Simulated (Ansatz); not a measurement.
Single points on the cluster Li5H5⁺.

```yaml
crystal:
  periodic: [false, false, false]
  atoms:
    - {symbol: Li, position_ang: [0.027928, -0.105265, 0.014784]}
    - {symbol: Li, position_ang: [0.621421, 1.356334, -2.140323]}
    - {symbol: Li, position_ang: [1.008708, -1.935961, -1.355657]}
    - {symbol: Li, position_ang: [-1.591078, 1.216141, 1.683443]}
    - {symbol: Li, position_ang: [0.282518, -1.610648, 1.980196]}
    - {symbol: H, position_ang: [0.695908, -1.868294, 0.331593]}
    - {symbol: H, position_ang: [-1.005733, 1.503161, -0.233770]}
    - {symbol: H, position_ang: [-0.452445, -0.035714, 1.835362]}
    - {symbol: H, position_ang: [0.569373, -0.303227, -1.778245]}
    - {symbol: H, position_ang: [-0.156599, 1.783474, -0.337393]}
basis:
  gaussian: {orbitals: def2-TZVP, initial_orbitals: start.molden}
total_charge: 1
magnetization: {spin_polarized: true, initial_magnetization: 1}
hamiltonian: {xc: {name: B97M-V}}
scf: {omitted_lower_state_checks: [starts]}
output: {orbitals: {seedname: orbitals}}
```

The file start.molden holds the orbitals of an earlier run on this structure, at another level or in another basis.

```sh
$ ansatz run in.yaml --threads 4 --pin off --events-out ev --progress --plain --max-ram 3916MiB
```

Output, abridged:

```
Functional definition: B97M-V
865 factors; their error is unknown
mean field evaluation 1: about -1103.9702 eV, gradient 8.1e0 eV
mean field evaluation 2: about -1104.1069 eV, gradient 1.8e-1 eV
mean field evaluation 4: about -1104.1039 eV, gradient 8.2e-4 eV
mean field -1104.10389078 eV, -40.5750695975 hartree, gradient 1.6e-5 eV, S^2 0.750471; 0 other end points of the search recorded, 0 dependent functions left out
reference -1104.10402902 eV, -40.5750746780 hartree; 10, 9 occupied and 90, 91 virtual orbitals, 865 factors
Total energy: -1104.10402902 eV, -40.5750746780 hartree
Checks for a lower state left out: starts
```

Hardware: 4 threads of Arm Neoverse V2 on a shared host. Wall time 4.3 s.

First input, but with `gaussian: {orbitals: def2-TZVPP, initial_orbitals: start.molden}`, `correlation: {method: ccsd_t}`, `scf: {omitted_lower_state_checks: [starts, cluster_reference]}` and without the key `hamiltonian` (abridged; 3.7 min):

```
Functional definition: HF
mean field -1088.06433762 eV, -39.9856268910 hartree, gradient 2.9e-6 eV, S^2 0.756914
second order -7.88297584 eV of doubles, -0.00000000 eV of singles
cycle   1  -9.02924166 eV  change    -1.1e0 eV  update   6.3e-2
cycle   2  -9.37356863 eV  change   -3.4e-1 eV  update   2.2e-2
cycle   3  -9.36694741 eV  change    6.6e-3 eV  update   7.1e-3
cycle   4  -9.36720835 eV  change   -2.6e-4 eV  update   3.5e-3
cycle   5  -9.36903522 eV  change   -1.8e-3 eV  update   1.8e-3
cycle   6  -9.36880734 eV  change    2.3e-4 eV  update   8.2e-4
cycle   7  -9.36858854 eV  change    2.2e-4 eV  update   4.4e-4
cycle   8  -9.36868643 eV  change   -9.8e-5 eV  update   2.1e-4
cycle   9  -9.36873618 eV  change   -5.0e-5 eV  update   9.8e-5
cycle  10  -9.36873643 eV  change   -2.5e-7 eV  update   3.6e-5
cycle  11  -9.36871854 eV  change    1.8e-5 eV  update   1.4e-5
perturbative correction -0.07053991 eV, -0.0025922939 hartree
Total energy: -1097.50359607 eV, -40.3325132410 hartree
Checks for a lower state left out: starts, cluster_reference
```

As the first input, with `hamiltonian: {xc: {name: B2PLYP}}` and without the key `output` (abridged; 1.4 s):

```
Functional definition: B2PLYP
mean field -1096.24180011 eV, -40.2861430947 hartree, gradient 1.2e-6 eV, S^2 0.751460
second order -8.09740149 eV of doubles, -0.00000000 eV of singles
Total energy: -1098.42832379 eV, -40.3664963577 hartree
Checks for a lower state left out: starts
```

Geometry: PBE0-D4/def2-TZVP.

Correlated methods freeze no core orbitals; core or outer-core shells of Li are correlated, in sets that lack core-valence functions. In the doublet, H7 and H10 lie 0.90 Å apart (atoms count from 1), so these atoms are partly bonded to each other. The structure comes from a short search, and lower isomers may exist.
